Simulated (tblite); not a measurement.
Parent: `[CH2:1]=[C:2]([SiH3:3])[CH:4]=[O:5]` with C1–C2–C4–O5 180°, C3H6OSi.

The geometries are computed with GFN2-xTB (gas phase). One conformer each, not checked by frequencies here.

```csv
coordinate of the parent,value
C1=C2,1.332 Å
C2–Si3,1.897 Å
C2–C4,1.459 Å
C4=O5,1.207 Å
C1–C2–Si3,127.0°
C1–C2–C4,120.5°
Si3–C2–C4,112.5°
C2–C4–O5,122.6°
```

**Question.** How does the shared frame change in `[CH2:1]=[C:2]([CH:3]=[O:4])[SiH2:5][NH2:6]` with C1–C2–C3–O4 -173°, C1–C2–Si5–N6 -3°, C2–Si5–N6–H 170° and -55°, C3H7NOSi? Atoms pair as C1 = C1, C2 = C2, Si3 = Si5, C4 = C3, O5 = O4 (parent first).

**Answer.** 
```tsv
parent	relative	value in the relative	change
C1=C2	C1=C2	1.331 Å	-0.001
C2–Si3	C2–Si5	1.896 Å	-0.001
C2–C4	C2–C3	1.457 Å	-0.002
C4=O5	C3=O4	1.207 Å	0.000
C1–C2–Si3	C1–C2–Si5	127.4°	+0.4
C1–C2–C4	C1–C2–C3	119.9°	-0.6
Si3–C2–C4	Si5–C2–C3	112.7°	+0.2
C2–C4–O5	C2–C3–O4	123.3°	+0.7
```

No shared bond changes by more than 0.004 Å. Bonds of the relative outside the shared frame: Si5–N6 1.727 Å.
